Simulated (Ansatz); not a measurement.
Two isomers of CH6BNSi: A = `[SiH3]N1BC1`, B = `B[SiH2]N=C`.

Calculated with Ansatz (gas phase, PBE0-D4/def2-TZVP geometries, no zero-point term in ΔE). CBS: MP2 limit from def2 TZ/QZ plus the TZ coupled-cluster correction, frozen cores. DFT in def2-TZVPP. B3LYP here is the variant with VWN-RPA as its local correlation; programs differ in this. One conformer a species, not always the lowest.

A:

```xyz
10

Si    0.478   -1.479    0.022
N    -0.170    0.091   -0.237
B    -0.838    1.116   -0.829
C    -0.136    1.389    0.511
H    -0.043   -2.034    1.299
H     0.079   -2.349   -1.112
H     1.960   -1.404    0.112
H    -1.484    1.392   -1.781
H    -0.681    1.402    1.454
H     0.836    1.876    0.562
```

B:

Z-matrix (Å, degrees):
```
Si
N 1 1.747
B 1 2.005 2 112.6
H 1 1.502 2 111.4 3 -123.6
H 1 1.491 2 106.9 3 118.9
C 2 1.257 1 124.3 3 120.2
H 3 1.197 1 118.9 2 179.9
H 3 1.194 1 123.4 2 0.1
H 6 1.103 2 124.2 1 0.8
H 6 1.097 2 120.4 1 -179.3
```

(1) Which isomer does CCSD(T)/CBS put lower? Give the gap. (Estimate.)

(2) Give E(B) − E(A) in kJ/mol with MP2/def2-TZVPP, r2SCAN-D4, CCSD(T)/def2-TZVPP, PBE-D4, B3LYP-D4, BLYP-D4, HF/def2-TZVPP. (Estimate.)

(3) Does the order hold for the free energy at 298.15 K (harmonic terms from PBE0-D4)? (An estimate is asked.)

Largest T1 diagnostic: 0.013.

Results:

(1) Ansatz gave: A, by 125.6 kJ/mol.

(2) Computed: MP2/def2-TZVPP 139.8, r2SCAN-D4 134.2, CCSD(T)/def2-TZVPP 121.2, PBE-D4 130.7, B3LYP-D4 121.6, BLYP-D4 114.6, HF/def2-TZVPP 102.6. None reverses the order clearly.

(3) The calculation gave: Yes: G(B) − G(A) = +116.3 kJ/mol, for one conformer each.

From BLYP to BHLYP (50 % exact exchange), in def2-TZVPP and without D4, E(B) − E(A) moves by +10.5 kJ/mol. At CCSD(T), def2-SVP lies +7.5 kJ/mol from the extrapolated value and def2-TZVPP −4.4 kJ/mol.
